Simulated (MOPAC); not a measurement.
Input file for MOPAC: AM1 on GaH3O (SMILES [OH][GaH2]), a point of a bond scan (R = 1.299 Å).

```
AM1 1SCF PRECISE CHARGE=0 THREADS=1
GaH3O

Ga    -0.22521905 1    -0.28436532 1     0.02581913 1
H      0.06027017 1    -1.29718128 1     1.17225298 1
H     -1.35945454 1    -0.30870479 1    -1.05292543 1
O      0.93817677 1     1.08727522 1    -0.02402144 1
H      0.71864495 1     1.94551597 1    -0.97378390 1
```

Program output:

```
*******************************************************************************
 **                                                                           **
 **                              MOPAC v23.2.5                                **
 **                                                                           **
 *******************************************************************************
 ** MOPAC's Digital Object Identifier: https://doi.org/10.5281/zenodo.6511958 **
 **                                                                           **
 ** Please cite the open-source release paper for use of this MOPAC version:  **
 ** J. E. Moussa and J. J. P. Stewart (2026)                                  **
 ** MOPAC: An open-source semiempirical molecular orbital program             **
 ** J. Open Source Softw., 11(119), 8025, https://doi.org/10.21105/joss.08025 **
 *******************************************************************************

                              AM1 CALCULATION RESULTS

 *******************************************************************************
 *  AM1        - The AM1 Hamiltonian to be used
 *
 *
 *
 *                 CHARGE ON SYSTEM = 0
 *
 *
 *
 *  PRECISE    - TIGHTER CRITERIA TO BE USED
 *  1SCF       - DO 1 SCF AND THEN STOP
 *  THREADS=1  - MULTI-THREADING NOT USED
 *  T=         - A TIME OF 172800.0 SECONDS REQUESTED
 *  DUMP=N     - RESTART FILE WRITTEN EVERY 7200.0 SECONDS REQUESTED
 *******************************************************************************
AM1 1SCF PRECISE CHARGE=0 THREADS=1
 GaH3O

   ATOM   CHEMICAL          X               Y               Z
  NUMBER   SYMBOL      (ANGSTROMS)     (ANGSTROMS)     (ANGSTROMS)

     1      Ga         -0.22521905  *  -0.28436532  *   0.02581913  *
     2       H          0.06027017  *  -1.29718128  *   1.17225298  *
     3       H         -1.35945454  *  -0.30870479  *  -1.05292543  *
     4       O          0.93817677  *   1.08727522  *  -0.02402144  *
     5       H          0.71864495  *   1.94551597  *  -0.97378390  *



          CARTESIAN COORDINATES

    NO.       ATOM           X           Y           Z

     1        Ga         -0.2252     -0.2844      0.0258
     2         H          0.0603     -1.2972      1.1723
     3         H         -1.3595     -0.3087     -1.0529
     4         O          0.9382      1.0873     -0.0240
     5         H          0.7186      1.9455     -0.9738

  H: (AM1): M.J.S. DEWAR ET AL, J. AM. CHEM. SOC. 107 3902-3909 (1985)
  O: (AM1): M.J.S. DEWAR ET AL, J. AM. CHEM. SOC. 107 3902-3909 (1985)
 Ga: (AM1): J. J. P. STEWART, J. MOL. MOD., 10, 155-164 (2004)

           Empirical Formula: H3 O Ga  =     5 atoms



      MOLECULAR POINT GROUP   :   Cs


      RHF CALCULATION, NO. OF DOUBLY OCCUPIED LEVELS = 6


 -------------------------------------------------------------------------------
 AM1 1SCF PRECISE CHARGE=0 THREADS=1
 GaH3O



     1SCF WAS SPECIFIED, SO BFGS WAS NOT USED
     SCF FIELD WAS ACHIEVED


                              AM1 CALCULATION
                                                       MOPAC v23.2.5 Linux




          FINAL HEAT OF FORMATION =         46.41709 KCAL/MOL =     194.20911 KJ/MOL


          COSMO AREA              =         81.34 SQUARE ANGSTROMS
          COSMO VOLUME            =         62.51 CUBIC ANGSTROMS

          IONIZATION POTENTIAL    =         10.996923 EV
          HOMO LUMO ENERGIES (EV) =        -10.997 -1.541
          NO. OF FILLED LEVELS    =          6
          MOLECULAR WEIGHT        =         88.7581         POINT GROUP:  Cs

          MOLECULAR DIMENSIONS (Angstroms)

            Atom       Atom       Distance
            H     5    H     2     3.94386
            O     4    H     3     2.70975
            O     4   Ga     1     0.00000


          SCF CALCULATIONS        =          1





   ATOM   CHEMICAL          X               Y               Z
  NUMBER   SYMBOL      (ANGSTROMS)     (ANGSTROMS)     (ANGSTROMS)

     1      Ga         -0.22521905  *  -0.28436532  *   0.02581913  *
     2       H          0.06027017  *  -1.29718128  *   1.17225298  *
     3       H         -1.35945454  *  -0.30870479  *  -1.05292543  *
     4       O          0.93817677  *   1.08727522  *  -0.02402144  *
     5       H          0.71864495  *   1.94551597  *  -0.97378390  *

                             CARTESIAN COORDINATES

   1   Ga       -0.225219050    -0.284365320     0.025819130
   2    H        0.060270170    -1.297181280     1.172252980
   3    H       -1.359454540    -0.308704790    -1.052925430
   4    O        0.938176770     1.087275220    -0.024021440
   5    H        0.718644950     1.945515970    -0.973783900


           Empirical Formula: H3 O Ga  =     5 atoms



      MOLECULAR POINT GROUP   :   Cs


                  EIGENVALUES
 -33.33078 -15.82096 -13.40561 -12.14883 -11.96240 -10.99692  -1.54082  -0.14239
   0.80465   0.85796   2.79909


              NET ATOMIC CHARGES AND DIPOLE CONTRIBUTIONS

  ATOM NO.   TYPE          CHARGE      No. of ELECS.   s-Pop       p-Pop
    1         Ga           0.374037        2.6260     0.32548     2.30048
    2          H          -0.051856        1.0519     1.05186
    3          H          -0.090361        1.0904     1.09036
    4          O          -0.483492        6.4835     1.90541     4.57808
    5          H           0.251672        0.7483     0.74833
 DIPOLE           X         Y         Z       TOTAL
 POINT-CHG.    -1.140    -0.227    -0.910     1.476
 HYBRID        -0.114     0.269    -0.342     0.450
 SUM           -1.254     0.042    -1.252     1.772


          ATOMIC ORBITAL ELECTRON POPULATIONS

     Atom    s        px        py        pz
    1 Ga   0.32548   0.71403   0.71978   0.86668
    2  H   1.05186
    3  H   1.09036
    4  O   1.90541   1.66706   1.49129   1.41972
    5  H   0.74833

 **********************
 *                    *
 * JOB ENDED NORMALLY *
 *                    *
 **********************




 == MOPAC DONE ==
```

The run finished.

Cost: about 0.04 core-seconds (a rough figure).
